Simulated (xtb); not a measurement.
Input file for xtb: GFN1-xTB on NH3 (SMILES N).

```
$ xtb mol.xyz --gfn 1 --sp --chrg 0 --uhf 0
4

N     -0.00002236    -0.00000000     0.27911628
H      0.94276410     0.00000000    -0.09307802
H     -0.47142087     0.81647874    -0.09306913
H     -0.47142087    -0.81647874    -0.09306913
```

Output:

```
[...]
           -------------------------------------------------
          |                Calculation Setup                |
           -------------------------------------------------



           -------------------------------------------------
          |                 G F N 1 - x T B                 |
           -------------------------------------------------

        Reference                      10.1021/acs.jctc.7b00118
      * Hamiltonian:
        H0-scaling (s, p, d)           1.850000    2.250000    2.000000
        zeta-weighting                 0.000000
      * Dispersion:
        s8                             2.400000
        a1                             0.630000
        a2                             5.000000
        s9                             0.000000
      * Repulsion:
        kExp                           1.500000
        rExp                           1.000000
      * Coulomb:
        alpha                          2.000000
        third order                    atomic
        anisotropic                    false
      * Halogen bond correction:
        rad-scale                      1.300000
        damping                        0.440000


          ...................................................
          :                      SETUP                      :
          :.................................................:
          :  # basis functions                  10          :
          :  # atomic orbitals                  10          :
          :  # shells                            8          :
          :  # electrons                         8          :
          :  # halogen bonds                     0          :
          :  max. iterations                   250          :
          :  Hamiltonian                  GFN1-xTB          :
          :  restarted?                      false          :
          :  GBSA solvation                  false          :
          :  PC potential                    false          :
          :  electronic temp.          300.0000000     K    :
          :  accuracy                    1.0000000          :
          :  -> integral cutoff          0.2500000E+02      :
          :  -> integral neglect         0.1000000E-07      :
          :  -> SCF convergence          0.1000000E-05 Eh   :
          :  -> wf. convergence          0.2000000E-04 e    :
          :  Broyden damping             0.4000000          :
          :  net charge                          0          :
          :  unpaired electrons                  0          :
          ...................................................

 iter      E             dE          RMSdq      gap      omega  full diag
   1     -4.8815868 -0.488159E+01  0.536E+00    7.08       0.0  T
   2     -4.8838347 -0.224786E-02  0.325E+00    7.46       1.0  T
   3     -4.8840684 -0.233729E-03  0.381E-01    7.80       1.0  T
   4     -4.8841722 -0.103745E-03  0.100E-03    7.68      49.8  T
   5     -4.8841722 -0.431343E-09  0.604E-06    7.68    8272.0  T
   6     -4.8841722 -0.710543E-14  0.739E-07    7.68   67623.1  T

   *** convergence criteria satisfied after 6 iterations ***

         #    Occupation            Energy/Eh            Energy/eV
      -------------------------------------------------------------
         1        2.0000           -0.7377654             -20.0756
         2        2.0000           -0.5311733             -14.4540
         3        2.0000           -0.5311729             -14.4540
         4        2.0000           -0.4136545             -11.2561 (HOMO)
         5                         -0.1314532              -3.5770 (LUMO)
         6                         -0.0441802              -1.2022
         7                         -0.0441801              -1.2022
         8                          0.2733709               7.4388
         9                          0.2733729               7.4389
        10                          0.6831919              18.5906
      -------------------------------------------------------------
                  HL-Gap            0.2822013 Eh            7.6791 eV
             Fermi-level           -0.2725539 Eh           -7.4166 eV

 SCC (total)                   0 d,  0 h,  0 min,  0.003 sec
 SCC setup                      ...        0 min,  0.000 sec (  4.890%)
 Dispersion                     ...        0 min,  0.000 sec (  1.985%)
 classical contributions        ...        0 min,  0.000 sec (  1.127%)
 integral evaluation            ...        0 min,  0.001 sec ( 16.920%)
 iterations                     ...        0 min,  0.001 sec ( 46.400%)
 molecular gradient             ...        0 min,  0.001 sec ( 21.017%)
 printout                       ...        0 min,  0.000 sec (  7.122%)

         :::::::::::::::::::::::::::::::::::::::::::::::::::::
         ::                     SUMMARY                     ::
         :::::::::::::::::::::::::::::::::::::::::::::::::::::
         :: total energy              -4.830335986117 Eh    ::
         :: gradient norm              0.008721587200 Eh/a0 ::
         :: HOMO-LUMO gap              7.679089283569 eV    ::
         ::.................................................::
         :: SCC energy                -4.884172174417 Eh    ::
         :: -> electrostatic           0.020392840356 Eh    ::
         :: repulsion energy           0.054128744874 Eh    ::
         :: dispersion energy         -0.000292556573 Eh    ::
         :: halogen bond corr.         0.000000000000 Eh    ::
         :: add. restraining           0.000000000000 Eh    ::
         :: total charge               0.000000000000 e     ::
         :::::::::::::::::::::::::::::::::::::::::::::::::::::

           -------------------------------------------------
          |                Property Printout                |
           -------------------------------------------------

    * Orbital Energies and Occupations

         #    Occupation            Energy/Eh            Energy/eV
      -------------------------------------------------------------
         1        2.0000           -0.7377654             -20.0756
         2        2.0000           -0.5311733             -14.4540
         3        2.0000           -0.5311729             -14.4540
         4        2.0000           -0.4136545             -11.2561 (HOMO)
         5                         -0.1314532              -3.5770 (LUMO)
         6                         -0.0441802              -1.2022
         7                         -0.0441801              -1.2022
         8                          0.2733709               7.4388
         9                          0.2733729               7.4389
        10                          0.6831919              18.5906
      -------------------------------------------------------------
                  HL-Gap            0.2822013 Eh            7.6791 eV
             Fermi-level           -0.2725539 Eh           -7.4166 eV

  Mulliken/CM5 charges         n(s)   n(p)   n(d)
     1N    -0.56821 -1.11401   1.451  4.117  0.000
     2H     0.18940  0.37134   0.811  0.000  0.000
     3H     0.18940  0.37134   0.811  0.000  0.000
     4H     0.18940  0.37134   0.811  0.000  0.000

Wiberg/Mayer (AO) data.
largest (>0.10) Wiberg bond orders for each atom

 ---------------------------------------------------------------------------
     #   Z sym  total        # sym  WBO       # sym  WBO       # sym  WBO
 ---------------------------------------------------------------------------
     1   7 N    2.899 --     3 H    0.966     4 H    0.966     2 H    0.966
     2   1 H    0.969 --     1 N    0.966
     3   1 H    0.969 --     1 N    0.966
     4   1 H    0.969 --     1 N    0.966
 ---------------------------------------------------------------------------

Topologies differ in total number of bonds
Note: The following floating-point exceptions are signalling: IEEE_DENORMAL
normal termination of xtb
Writing topology from bond orders to xtbtopo.mol

 dipole moment from electron density (au)
     X       Y       Z
  -0.0000  -0.0000  -0.8342  total (Debye):    2.120


           -------------------------------------------------
          | TOTAL ENERGY               -4.830335986117 Eh   |
          | GRADIENT NORM               0.008721587200 Eh/α |
          | HOMO-LUMO GAP               7.679089283569 eV   |
           -------------------------------------------------

------------------------------------------------------------------------
------------------------------------------------------------------------
 total:
 SCF:
```

The run finished.

Cost: very roughly 0.05 core-seconds.
